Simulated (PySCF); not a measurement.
SMILES CC[SiH2][SiH2]C=O (C3H10OSi2) (GFN2-xTB optimised geometry):

```
16

C      2.434     0.390    -0.532
C      1.573     1.130     0.484
Si    -0.294     1.021     0.095
Si    -0.931    -1.203     0.000
C     -2.849    -1.203     0.000
O     -3.492    -0.182     0.000
H      2.187    -0.671    -0.548
H      3.492     0.487    -0.293
H      2.277     0.790    -1.532
H      1.771     0.726     1.479
H      1.880     2.176     0.513
H     -0.518     1.713    -1.185
H     -1.000     1.778     1.138
H     -0.586    -1.978    -1.202
H     -0.571    -2.088     1.119
H     -3.386    -2.176    -0.004
```

Computed with PySCF with PBE/def2-TZVP.

Q: What are the frontier orbital energies and the dipole moment?

A: HOMO-2 -7.60 eV, HOMO-1 -7.15 eV, HOMO -5.48 eV, LUMO -2.61 eV, LUMO+1 -1.27 eV; dipole moment 2.35 D.

Meta-Löwdin charges at PBE/def2-TZVP: C1 -0.34, C2 -0.42, Si3 0.35, Si4 0.25, C5 0.08, O6 -0.34, H7 0.11, H8 0.12, H9 0.12, H10 0.12, H11 0.12, H12 -0.07, H13 -0.06, H14 -0.06, H15 -0.06, H16 0.07.
